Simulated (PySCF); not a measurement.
Dipole moment and polarisability across levels of theory

Species: aluminum trifluoride, AlF3.
Z-matrix (Å and degrees, PBE0-D3(BJ)/def2-SVP geometry), rows numbered from 1:
```
F 
Al  1  1.6428
F   2  1.6427  1  120.04
F   2  1.6428  1  119.88  3  -179.95
```

PySCF, dipoles from the SCF density, polarisabilities from static response with core orbitals frozen. Isolated species at its PBE0-D3(BJ)/def2-SVP geometry, gas phase.

The anisotropy is √(½[(α1 − α2)² + (α2 − α3)² + (α3 − α1)²]).

```tsv
level	α (au)	anisotropy (au)
LDA/def2-SVPD	22.57	2.87
PBE/def2-SVPD	22.69	2.76
B3LYP/def2-SVPD	20.82	2.53
PBE0/def2-SVPD	20.41	2.37
BHandHLYP/def2-SVPD	18.74	2.16
CAM-B3LYP/def2-SVPD	20.42	2.46
wB97X-D/def2-SVPD	20.21	2.12
LC-wPBE/def2-SVPD	20.35	2.29
HF/def2-SVPD	16.48	1.59
PBE0/6-31G*	15.26	3.31
PBE0/def2-SVP	14.24	3.54
PBE0/6-31+G*	17.67	3.81
PBE0/aug-cc-pVDZ	20.01	2.85
PBE0/def2-TZVP	18.21	2.68
PBE0/def2-TZVPD	20.88	2.49
PBE0/aug-cc-pVTZ	20.77	2.63
```

No reference polarisability is at hand; against PBE0 in the largest diffuse basis at hand (aug-cc-pVTZ) the other PBE0 rows deviate by 6-31G* -27%, def2-SVP -31%, 6-31+G* -15%, def2-SVPD -2%, aug-cc-pVDZ -4%, def2-TZVP -12%, def2-TZVPD +1%. The dipole stays under 0.05 D at every level. In one basis (def2-SVPD) the functionals order the polarisability from HF (lowest) to PBE (highest), a spread of 38%. With PBE0 the polarisability is 15.90 au without diffuse functions (mean of 6-31G*, def2-SVP and def2-TZVP) and 19.95 au with them (mean of 6-31+G*, def2-SVPD, aug-cc-pVDZ, def2-TZVPD and aug-cc-pVTZ).
